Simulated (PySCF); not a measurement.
C9H8.
SMILES with atom numbers: `[CH:1]#[C:2]/[CH:3]=[CH:4]/[C@@H:5]1[CH2:6][C@H:7]1[C:8]#[CH:9]` (hydrogens: H10 on C1; H11 on C3; H12 on C4; H13 on C5; H14, H15 on C6; H16 on C7; H17 on C9)

Geometry (GFN2-xTB, Å), atoms numbered from 1 in this order:
```
atom  x, y, z in Å
C1     4.3434    0.8945    0.0436
C2     3.2254    0.6024   -0.2856
C3     1.9198    0.2478   -0.6734
C4     0.8437    0.5032    0.0750
C5    -0.5193    0.1262   -0.2976
C6    -1.6857    0.9610    0.1566
C7    -1.4571   -0.3782    0.7930
C8    -2.3321   -1.4635    0.4964
C9    -3.0634   -2.3737    0.2267
H10    5.3185    1.1530    0.3300
H11    1.8290   -0.2566   -1.6277
H12    0.9620    1.0097    1.0247
H13   -0.6140   -0.3565   -1.2635
H14   -1.4819    1.8410    0.7484
H15   -2.5223    1.0648   -0.5178
H16   -1.0661   -0.3908    1.8042
H17   -3.7069   -3.1723    0.0094
```

Theory: PySCF, TDDFT PBE0/def2-SVPD, vertical, gas phase, core orbitals frozen in the response.

Ground-to-excited transition dipoles (e·a0, same axes as the geometry; the sign carries no meaning), for the states with f of 0.002 or more among the lowest 8:

```tsv
state	E (eV)	μx	μy	μz
S1	5.204	2.267	0.446	-0.283
S2	5.390	-0.162	0.022	0.013
S3	5.803	0.275	-0.173	-0.013
S5	6.176	-0.025	0.163	-0.040
S7	6.598	0.112	0.134	-0.014
S8	6.641	-0.096	-0.262	0.028
```

Question: What oscillator strength does each state have?

Answer: f = (2/3) ΔE |μ|² with ΔE in hartree (27.2114 eV).

| state | \|μ\|² (au) | \|μ\| (D) | f |
| --- | --- | --- | --- |
| S1 | 5.416 | 5.92 | 0.691 |
| S2 | 0.027 | 0.42 | 0.004 |
| S3 | 0.106 | 0.83 | 0.015 |
| S5 | 0.029 | 0.43 | 0.004 |
| S7 | 0.031 | 0.45 | 0.005 |
| S8 | 0.078 | 0.71 | 0.013 |

Question: What angle do the transition dipoles of S1 and S8 make?

Answer: |cos θ| = |μa·μb| / (|μa| |μb|) = 0.52, so θ ≈ 58° (taken between 0 and 90°, since the signs are arbitrary).

Question: How is the summed strength of these states shared among x, y and z?

Answer: (2/3) Σ ΔE μα² gives 0.673 for x, 0.048 for y and 0.011 for z, 0.731 in all.

Question: What peak molar absorption coefficient would the strongest computed level give as a lone Gaussian band 0.4 eV wide at half height?

Answer: ε(max) = 2.175×10⁸ f / FWHM, with the width in cm⁻¹. S1: 2.175×10⁸ × 0.6905 / 3226 ≈ 47000 L mol⁻¹ cm⁻¹.

One conformer stands for the species.
